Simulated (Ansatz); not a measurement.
In(Me)2(NH3) (C2H9InN), SMILES [CH3][In]([CH3])<-[NH3] (connectivity only; charge and spin as stated), neutral, multiplicity 2.

Geometry optimised at B3LYP-D3(BJ)/def2-SVP. The multiplicity is an assumed one; no other spin state was optimised. The isomer is the one that the SMILES or the coordinates give; other isomers of the formula were not compared. The def2 effective core potentials stand for the cores of In; spin–orbit coupling is left out.

Two levels are set side by side: PBE/def2-SVPD (Ansatz, a program for electronic structure) and PBE0/def2-SVPD (Ansatz). Energy differences of separate SCF runs at the same geometry; the states with an electron removed or added have multiplicity 1 and 1. Differences are taken from unrounded values.

```csv
quantity,PBE
vertical ionisation energy (eV),6.04
```

These are the PBE values. What does PBE0 give? (Estimate from the structure and the level; the computed values follow.)


```tsv
quantity	PBE0	PBE minus PBE0
vertical ionisation energy (eV)	6.15	-0.12
```

Here PBE gives about what the other level gives.
